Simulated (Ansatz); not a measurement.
Consider the redistribution: `[CH3][Al]([GaH2])[Br]` + `[NH2][GeH3]` → `[CH3][Al]([NH2])[Br]` + `[GaH2][GeH3]`.

Calculated with Ansatz (gas phase, PBE0-D4/def2-TZVP geometries, no zero-point term in ΔE). CCSD(T)/CBS is the MP2 limit (def2-TZVPP, def2-QZVPP) plus CCSD(T) − MP2 in def2-TZVPP, frozen cores. DFT in def2-TZVPP. HSE06 is defined as in plane-wave codes. For Br, Ga, Ge outer-core shells are correlated without core-valence functions, which leaves a few kJ/mol of doubt a bond. Scalar relativity is left out up to krypton. Each species was taken in one conformer, which may not be the lowest.

Q: Is it downhill or uphill in electronic energy at CCSD(T)/CBS, and by how much? (Best estimate.)

A: The calculation gave: Downhill: ΔE = -112.7 kJ/mol.

Q: What do these levels give: r2SCAN-D4, B97M-V, r2SCANh-D4, HSE06-D4, ωB97X-V, PBE-QIDH, MP2/def2-SVP, MP2/def2-TZVPP, SCS-MP2/def2-TZVPP, CCSD(T)/def2-TZVPP, HF/def2-QZVPP, MP2/CBS(def2)? (Best estimate.)

A: The calculation gave: r2SCAN-D4 -117.4, B97M-V -111.7, r2SCANh-D4 -117.6, HSE06-D4 -108.8, ωB97X-V -111.5, PBE-QIDH -111.8, MP2/def2-SVP -116.9, MP2/def2-TZVPP -116.0, SCS-MP2/def2-TZVPP -112.1, CCSD(T)/def2-TZVPP -111.5, HF/def2-QZVPP -109.8, MP2/CBS(def2) -117.3 kJ/mol.

Largest T1 diagnostic among the species: 0.013.

From BLYP to BHLYP (50 % exact exchange), in def2-TZVPP and without D4, ΔE moves by −3.3 kJ/mol. Leaving LDA and LC-ωPBE aside and taking each functional with its dispersion term where it has one, the values, not all of them listed here, spread over 12.9 kJ/mol, from r2SCAN0-D4 to revPBE-D4. LDA lies −6.9 kJ/mol from PBE without D4.
